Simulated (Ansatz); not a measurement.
A short molecular-dynamics run on `[CH3][Sn]([F])([F])[C]#N`.

```yaml
crystal:
  periodic: [false, false, false]
  atoms:
    - {symbol: C, position_ang: [-0.602601, -1.061857, 0.895966]}
    - {symbol: Sn, position_ang: [0.438610, 0.058737, -0.544949]}
    - {symbol: F, position_ang: [2.312765, -0.239504, -0.442144]}
    - {symbol: F, position_ang: [-0.018017, -0.476055, -2.310578]}
    - {symbol: C, position_ang: [0.224906, 2.144577, -0.542460]}
    - {symbol: N, position_ang: [0.056494, 3.281912, -0.476534]}
    - {symbol: H, position_ang: [-1.670182, -0.878731, 0.784736]}
    - {symbol: H, position_ang: [-0.270450, -0.759882, 1.888006]}
    - {symbol: H, position_ang: [-0.382925, -2.115496, 0.730755]}
basis:
  gaussian: {orbitals: def2-SVP}
hamiltonian: {xc: {name: r2SCAN}, dispersion: d3bjatm}
md: {timestep: 2 fs, n_steps: 20, ensemble: nve, temperature: 300, initial_velocities: maxwell_boltzmann, seed: 178}
```

```sh
$ ansatz run in.yaml --threads 2 --pin off --events-out ev --progress --plain --max-ram 20480MiB --backend cpu
```

```
step  time (fs)  potential energy (eV)  kinetic (eV)  T (K)  conserved (eV)
   0        0.0            -14869.4439        0.2714    300     -14869.1725
   1        2.0            -14869.3488        0.2085    230     -14869.1403
   2        4.0            -14869.3960        0.2278    252     -14869.1682
   3        6.0            -14869.3341        0.1792    198     -14869.1548
   4        8.0            -14869.3016        0.1540    170     -14869.1476
   5       10.0            -14869.3644        0.1931    213     -14869.1713
   6       12.0            -14869.3036        0.1637    181     -14869.1399
   7       14.0            -14869.3827        0.2136    236     -14869.1691
   8       16.0            -14869.3316        0.1820    201     -14869.1497
   9       18.0            -14869.3598        0.2061    228     -14869.1537
  10       20.0            -14869.3999        0.2286    253     -14869.1713
  11       22.0            -14869.3090        0.1720    190     -14869.1370
  12       24.0            -14869.3875        0.2176    240     -14869.1699
  13       26.0            -14869.3022        0.1547    171     -14869.1476
  14       28.0            -14869.2981        0.1443    159     -14869.1538
  15       30.0            -14869.2983        0.1331    147     -14869.1652
  16       32.0            -14869.2260        0.0875     97     -14869.1385
  17       34.0            -14869.3032        0.1354    150     -14869.1678
  18       36.0            -14869.2263        0.0844     93     -14869.1419
  19       38.0            -14869.2839        0.1301    144     -14869.1538
  20       40.0            -14869.3296        0.1642    181     -14869.1654
```

Velocities are drawn at the set temperature; a run this short doesn't reach equilibrium.

Frames (Å, forces in eV/Å):

```xyz
9
time=0.0 fs
C    -0.603   -1.062    0.896    0.012    0.055   -0.021
Sn    0.439    0.059   -0.545   -0.376    0.164    0.448
F     2.313   -0.240   -0.442    0.752   -0.125    0.026
F    -0.018   -0.476   -2.311   -0.168   -0.218   -0.711
C     0.225    2.145   -0.542    0.178   -1.358   -0.050
N     0.056    3.282   -0.477   -0.233    1.656    0.081
H    -1.670   -0.879    0.785   -0.324    0.052   -0.023
H    -0.270   -0.760    1.888    0.091    0.087    0.304
H    -0.383   -2.115    0.731    0.069   -0.314   -0.054
9
time=2.0 fs
C    -0.589   -1.060    0.892   -0.596   -1.700   -1.738
Sn    0.437    0.059   -0.548   -0.100    0.166    0.645
F     2.316   -0.235   -0.433    0.645   -0.087   -0.006
F    -0.022   -0.482   -2.302   -0.218   -0.282   -0.920
C     0.215    2.143   -0.548    0.202   -1.632   -0.072
N     0.069    3.280   -0.468   -0.254    1.935    0.110
H    -1.652   -0.854    0.782   -0.392   -0.011   -0.141
H    -0.311   -0.779    1.855    0.805    0.628    2.088
H    -0.405   -2.164    0.742   -0.092    0.982    0.034
9
time=4.0 fs
C    -0.577   -1.064    0.882   -0.783   -1.035    0.274
Sn    0.436    0.060   -0.550    0.208    0.092    0.785
F     2.320   -0.230   -0.424    0.503   -0.046   -0.040
F    -0.027   -0.490   -2.295   -0.254   -0.332   -1.087
C     0.207    2.137   -0.554    0.045   -0.373    0.022
N     0.080    3.284   -0.459   -0.104    0.768    0.026
H    -1.649   -0.829    0.773    0.020   -0.142   -0.126
H    -0.321   -0.774    1.902    0.363    0.098    0.188
H    -0.430   -2.175    0.755    0.001    0.970   -0.042
9
time=6.0 fs
C    -0.568   -1.071    0.873   -1.028    0.763    2.144
Sn    0.435    0.061   -0.553    0.492   -0.037    0.875
F     2.325   -0.225   -0.415    0.339   -0.004   -0.073
F    -0.032   -0.497   -2.290   -0.271   -0.361   -1.186
C     0.198    2.129   -0.559   -0.105    1.294    0.178
N     0.091    3.290   -0.450    0.038   -0.784   -0.120
H    -1.645   -0.810    0.760    0.341   -0.230   -0.049
H    -0.317   -0.765    1.957   -0.029   -0.369   -1.552
H    -0.455   -2.149    0.766    0.222   -0.271   -0.216
9
time=8.0 fs
C    -0.562   -1.076    0.871   -1.017    1.603    2.144
Sn    0.434    0.062   -0.555    0.711   -0.161    0.903
F     2.331   -0.221   -0.406    0.164    0.038   -0.105
F    -0.038   -0.506   -2.288   -0.265   -0.361   -1.195
C     0.189    2.125   -0.564   -0.133    2.139    0.282
N     0.103    3.294   -0.441    0.068   -1.578   -0.220
H    -1.629   -0.800    0.745    0.149   -0.196   -0.002
H    -0.314   -0.771    1.952   -0.020   -0.338   -1.473
H    -0.472   -2.133    0.769    0.344   -1.147   -0.332
9
time=10.0 fs
C    -0.559   -1.076    0.876   -0.836   -0.113    0.092
Sn    0.433    0.063   -0.556    0.855   -0.210    0.849
F     2.337   -0.216   -0.397   -0.012    0.076   -0.136
F    -0.044   -0.515   -2.288   -0.235   -0.331   -1.110
C     0.180    2.129   -0.568   -0.044    1.661    0.256
N     0.114    3.294   -0.433    0.000   -1.158   -0.196
H    -1.606   -0.797    0.730   -0.377   -0.082    0.009
H    -0.311   -0.789    1.890    0.393    0.193    0.469
H    -0.475   -2.161    0.760    0.256   -0.036   -0.233
9
time=12.0 fs
C    -0.559   -1.076    0.882   -0.940   -1.596   -1.922
Sn    0.432    0.063   -0.558    0.927   -0.181    0.721
F     2.344   -0.211   -0.388   -0.179    0.109   -0.162
F    -0.050   -0.525   -2.290   -0.182   -0.274   -0.952
C     0.170    2.137   -0.571    0.085    0.122    0.098
N     0.126    3.290   -0.425   -0.093    0.233   -0.041
H    -1.598   -0.797    0.715   -0.538   -0.049    0.103
H    -0.294   -0.800    1.847    0.766    0.646    2.219
H    -0.469   -2.190    0.741    0.155    0.991   -0.063
9
time=14.0 fs
C    -0.562   -1.081    0.881   -0.514   -0.560   -0.018
Sn    0.432    0.064   -0.559    0.933   -0.133    0.537
F     2.350   -0.206   -0.380   -0.330    0.133   -0.183
F    -0.058   -0.535   -2.294   -0.110   -0.197   -0.751
C     0.161    2.146   -0.574    0.169   -1.440   -0.087
N     0.137    3.287   -0.418   -0.138    1.642    0.145
H    -1.610   -0.800    0.704   -0.147   -0.127    0.308
H    -0.247   -0.786    1.888   -0.005   -0.021    0.051
H    -0.456   -2.182    0.720    0.142    0.702   -0.002
9
time=16.0 fs
C    -0.567   -1.088    0.880   -0.269    1.251    1.494
Sn    0.432    0.065   -0.560    0.865   -0.154    0.350
F     2.355   -0.201   -0.372   -0.457    0.147   -0.200
F    -0.065   -0.546   -2.300   -0.024   -0.111   -0.514
C     0.152    2.151   -0.578    0.192   -1.721   -0.130
N     0.148    3.289   -0.410   -0.129    1.852    0.186
H    -1.629   -0.807    0.705    0.274   -0.207    0.450
H    -0.201   -0.774    1.932   -0.676   -0.536   -1.545
H    -0.439   -2.146    0.699    0.224   -0.521   -0.091
9
time=18.0 fs
C    -0.572   -1.090    0.883   -0.087    1.505    1.215
Sn    0.432    0.065   -0.561    0.735   -0.260    0.157
F     2.359   -0.196   -0.365   -0.557    0.150   -0.213
F    -0.072   -0.557   -2.307    0.069   -0.019   -0.250
C     0.144    2.149   -0.581    0.212   -0.494    0.029
N     0.158    3.295   -0.401   -0.128    0.654    0.015
H    -1.636   -0.822    0.723    0.234   -0.184    0.419
H    -0.180   -0.781    1.916   -0.683   -0.493   -1.275
H    -0.412   -2.131    0.674    0.204   -0.858   -0.096
9
time=20.0 fs
C    -0.578   -1.088    0.891   -0.003   -0.325   -1.034
Sn    0.433    0.066   -0.562    0.556   -0.386   -0.035
F     2.362   -0.190   -0.358   -0.630    0.142   -0.221
F    -0.079   -0.568   -2.314    0.164    0.072    0.021
C     0.137    2.147   -0.585    0.274    1.108    0.259
N     0.168    3.304   -0.393   -0.172   -0.889   -0.233
H    -1.635   -0.844    0.757   -0.215   -0.078    0.252
H    -0.186   -0.808    1.851    0.112    0.101    0.823
H    -0.378   -2.148    0.646   -0.088    0.254    0.168
9
time=22.0 fs
C    -0.584   -1.088    0.896   -0.045   -1.389   -2.578
Sn    0.433    0.066   -0.563    0.342   -0.436   -0.208
F     2.364   -0.184   -0.352   -0.676    0.130   -0.225
F    -0.086   -0.579   -2.321    0.256    0.162    0.274
C     0.130    2.147   -0.588    0.354    1.894    0.391
N     0.178    3.310   -0.385   -0.228   -1.680   -0.378
H    -1.642   -0.869    0.801   -0.457   -0.019    0.090
H    -0.187   -0.830    1.818    0.784    0.507    2.291
H    -0.348   -2.156    0.624   -0.329    0.831    0.343
9
time=24.0 fs
C    -0.590   -1.091    0.892    0.594   -0.154   -0.050
Sn    0.434    0.066   -0.564    0.113   -0.357   -0.360
F     2.365   -0.177   -0.345   -0.695    0.114   -0.227
F    -0.092   -0.589   -2.328    0.340    0.244    0.488
C     0.125    2.154   -0.589    0.402    1.401    0.336
N     0.187    3.311   -0.378   -0.241   -1.299   -0.328
H    -1.666   -0.895    0.848   -0.054   -0.053   -0.009
H    -0.159   -0.833    1.873   -0.171   -0.100   -0.075
H    -0.329   -2.132    0.615   -0.286    0.204    0.224
9
time=26.0 fs
C    -0.594   -1.095    0.888    0.464    1.264    1.788
Sn    0.435    0.066   -0.565   -0.123   -0.209   -0.479
F     2.364   -0.170   -0.340   -0.682    0.096   -0.227
F    -0.098   -0.599   -2.334    0.412    0.316    0.669
C     0.121    2.166   -0.590    0.385   -0.101    0.105
N     0.196    3.309   -0.372   -0.185    0.023   -0.096
H    -1.693   -0.922    0.895    0.533   -0.077   -0.138
H    -0.136   -0.840    1.925   -0.755   -0.408   -1.574
H    -0.322   -2.100    0.615   -0.050   -0.904   -0.049
9
time=28.0 fs
C    -0.596   -1.095    0.889    0.388    0.848    1.547
Sn    0.436    0.066   -0.566   -0.362   -0.102   -0.564
F     2.361   -0.164   -0.335   -0.635    0.077   -0.224
F    -0.103   -0.609   -2.338    0.470    0.377    0.817
C     0.118    2.177   -0.590    0.329   -1.637   -0.160
N     0.203    3.307   -0.367   -0.094    1.396    0.167
H    -1.699   -0.953    0.937    0.532    0.013   -0.293
H    -0.143   -0.863    1.916   -0.534   -0.248   -1.251
H    -0.317   -2.102    0.613   -0.094   -0.723   -0.039
9
time=30.0 fs
C    -0.598   -1.092    0.896    0.330   -0.877   -0.733
Sn    0.437    0.066   -0.567   -0.591   -0.103   -0.602
F     2.358   -0.157   -0.330   -0.555    0.056   -0.219
F    -0.107   -0.617   -2.341    0.511    0.424    0.925
C     0.116    2.183   -0.590    0.319   -1.983   -0.226
N     0.211    3.308   -0.361   -0.067    1.661    0.227
H    -1.684   -0.983    0.967   -0.084    0.175   -0.398
H    -0.170   -0.895    1.860    0.478    0.272    0.848
H    -0.315   -2.133    0.610   -0.341    0.374    0.178
9
time=32.0 fs
C    -0.598   -1.092    0.900    0.252   -1.597   -2.073
Sn    0.437    0.066   -0.569   -0.780   -0.178   -0.596
F     2.353   -0.149   -0.326   -0.443    0.035   -0.211
F    -0.110   -0.625   -2.342    0.534    0.453    0.977
C     0.115    2.182   -0.591    0.404   -0.874   -0.009
N     0.218    3.314   -0.354   -0.156    0.559    0.006
H    -1.673   -1.007    0.982   -0.553    0.316   -0.407
H    -0.179   -0.917    1.836    1.079    0.550    2.108
H    -0.327   -2.149    0.613   -0.338    0.737    0.205
9
time=34.0 fs
C    -0.597   -1.098    0.898    0.711   -0.476    0.411
Sn    0.437    0.066   -0.571   -0.918   -0.254   -0.564
F     2.348   -0.142   -0.322   -0.303    0.015   -0.203
F    -0.111   -0.632   -2.341    0.540    0.462    0.967
C     0.116    2.179   -0.593    0.524    0.674    0.310
N     0.225    3.322   -0.347   -0.293   -0.946   -0.314
H    -1.683   -1.018    0.982   -0.179    0.393   -0.341
H    -0.147   -0.917    1.893   -0.042    0.117   -0.249
H    -0.351   -2.137    0.624   -0.041    0.016   -0.019
9
time=36.0 fs
C    -0.595   -1.104    0.897    0.440    0.761    1.917
Sn    0.437    0.066   -0.573   -1.027   -0.297   -0.491
F     2.341   -0.135   -0.319   -0.143   -0.002   -0.195
F    -0.112   -0.638   -2.337    0.528    0.455    0.909
C     0.118    2.177   -0.593    0.588    1.532    0.500
N     0.232    3.327   -0.341   -0.374   -1.790   -0.503
H    -1.700   -1.015    0.968    0.487    0.396   -0.249
H    -0.116   -0.913    1.940   -0.758   -0.156   -1.631
H    -0.377   -2.124    0.634    0.259   -0.900   -0.259
9
time=38.0 fs
C    -0.590   -1.109    0.902    0.238    0.328    1.238
Sn    0.437    0.066   -0.575   -1.121   -0.290   -0.377
F     2.335   -0.128   -0.316    0.027   -0.016   -0.188
F    -0.112   -0.643   -2.333    0.499    0.435    0.813
C     0.122    2.181   -0.592    0.550    1.213    0.443
N     0.237    3.328   -0.337   -0.348   -1.515   -0.449
H    -1.699   -0.996    0.945    0.599    0.350   -0.133
H    -0.114   -0.915    1.925   -0.636   -0.113   -1.209
H    -0.393   -2.145    0.635    0.192   -0.392   -0.138
9
time=40.0 fs
C    -0.585   -1.112    0.911   -0.093   -0.985   -1.341
Sn    0.436    0.065   -0.577   -1.182   -0.230   -0.219
F     2.328   -0.121   -0.313    0.197   -0.027   -0.183
F    -0.110   -0.647   -2.326    0.454    0.400    0.678
C     0.128    2.189   -0.589    0.419   -0.119    0.165
N     0.241    3.324   -0.334   -0.224   -0.274   -0.177
H    -1.674   -0.964    0.917    0.091    0.297   -0.026
H    -0.137   -0.922    1.863    0.342    0.273    0.975
H    -0.401   -2.182    0.630   -0.004    0.666    0.129
```

It took 67 s on 2 threads of an AMD EPYC 7R13 on a shared host, with 0.51 GiB of host memory at the peak.
